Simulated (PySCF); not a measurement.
Two species compared at the same levels of theory.

First species: C6H12F2O.
Structure used (PBE0-D3(BJ)/def2-SVP), in Å, numbered top down from 1:
```
atom  x, y, z in Å
C1    -2.117   -1.316    0.388
C2    -1.220   -0.244   -0.195
C3    -1.788    1.154   -0.013
O4     0.039   -0.374    0.443
C5     1.149    0.142   -0.241
C6     2.047   -0.983   -0.716
C7     1.867    1.084    0.710
F8     1.095    2.159    0.976
F9     3.009    1.534    0.138
H10   -3.117   -1.283   -0.068
H11   -2.224   -1.168    1.473
H12   -1.684   -2.313    0.220
H13   -1.090   -0.442   -1.279
H14   -2.760    1.249   -0.521
H15   -1.929    1.364    1.059
H16   -1.112    1.921   -0.415
H17    0.837    0.763   -1.102
H18    2.928   -0.596   -1.245
H19    1.485   -1.640   -1.396
H20    2.381   -1.590    0.139
H21    2.117    0.590    1.666
```

Second species: C7H4BrNSe.
Structure used (PBE0-D3(BJ)/def2-SVP), in Å, numbered top down from 1:
```xyz
14
C7H4BrNSe angstrom
N      4.450    1.329   -0.786
C      3.867    0.345   -0.583
Se     2.980   -1.219   -0.266
C      1.198   -0.516   -0.179
C      0.192   -1.449    0.082
C     -1.134   -1.035    0.164
C     -1.445    0.312   -0.015
Br    -3.240    0.876    0.099
C     -0.442    1.244   -0.276
C      0.885    0.831   -0.358
H      0.429   -2.506    0.224
H     -1.924   -1.760    0.368
H     -0.695    2.297   -0.415
H      1.667    1.565   -0.562
```

Levels: CAM-B3LYP/def2-SVPD for dipole moment, HOMO energy, LUMO energy, HOMO–LUMO gap, static isotropic polarisability and electronic spatial extent ⟨r²⟩ about the centre of nuclear charge; TDDFT CAM-B3LYP/def2-SVPD for lowest singlet excitation; TDA CAM-B3LYP/def2-SVPD for lowest triplet excitation (Tamm–Dancoff); ΔSCF CAM-B3LYP/def2-SVPD for vertical ionisation energy; PBE0-D3(BJ)/def2-SVP for rotational constant A and rotational constant C. Geometries: PBE0-D3(BJ)/def2-SVP. Each structure is a single optimised conformer of the isolated species, non-relativistic unless stated; the electronic structure was computed with PySCF and density fitting.

Dipoles, sizes and rotational constants follow the conformer. The torsions of the flexible species, by atom-mapped SMILES:
- `[CH3:1][CH:2]([CH3:3])[O:4][C@H:5]([CH3:6])[CH:7]([F:8])[F:9]`: C1–C2–O4–C5 157°, C2–O4–C5–C6 -111°, O4–C5–C7–F8 -66°
- `[N:1]#[C:2][Se:3][c:4]1[cH:5][cH:6][c:7]([Br:8])[cH:9][cH:10]1`: C2–Se3–C4–C5 -179°

```json
{"property": "dipole moment", "column X": "3.39 D", "column Y": "2.14 D"}
{"property": "HOMO energy", "column X": "-8.14 eV", "column Y": "-9.14 eV"}
{"property": "LUMO energy", "column X": "-0.28 eV", "column Y": "1.29 eV"}
{"property": "HOMO–LUMO gap", "column X": "7.86 eV", "column Y": "10.43 eV"}
{"property": "lowest singlet excitation", "column X": "4.39 eV", "column Y": "7.54 eV"}
{"property": "lowest triplet excitation (Tamm–Dancoff)", "column X": "3.77 eV", "column Y": "7.42 eV"}
{"property": "static isotropic polarisability", "column X": "135.0 au", "column Y": "80.6 au"}
{"property": "vertical ionisation energy", "column X": "8.77 eV", "column Y": "9.82 eV"}
{"property": "electronic spatial extent ⟨r²⟩ about the centre of nuclear charge", "column X": "4049 bohr²", "column Y": "1474 bohr²"}
{"property": "rotational constant A", "column X": "2.442 GHz", "column Y": "2.590 GHz"}
{"property": "rotational constant C", "column X": "0.215 GHz", "column Y": "0.793 GHz"}
```

Task: Which column belongs to which species?

Result: Column X is the second species and column Y the first. The first has 21 atoms and 74 electrons, the second 14 and 122.

Task: How does each property change from the first species to the second?

Result: dipole moment +1.25 D; HOMO energy +1.00 eV; LUMO energy -1.57 eV; HOMO–LUMO gap -2.57 eV; lowest singlet excitation -3.15 eV; lowest triplet excitation (Tamm–Dancoff) -3.65 eV; static isotropic polarisability +54.4 au; vertical ionisation energy -1.05 eV; electronic spatial extent ⟨r²⟩ about the centre of nuclear charge +2575 bohr²; rotational constant A -0.148 GHz; rotational constant C -0.578 GHz.

On the first: The dipole matches unit charges of opposite sign 0.45 Å apart (1 e·Å = 4.8032 D). S1 lies 2.89 eV below the HOMO–LUMO gap; its leading configuration is HOMO→LUMO, weight 0.87.

On the second: S1 lies 3.47 eV below the HOMO–LUMO gap; its leading configuration is HOMO→LUMO, weight 0.81. The vertical singlet–triplet gap S1 − T1 is 0.62 eV (TDDFT singlet less Tamm–Dancoff triplet). Relativistic effects, spin–orbit coupling among them, are left out although an element past zinc is present.
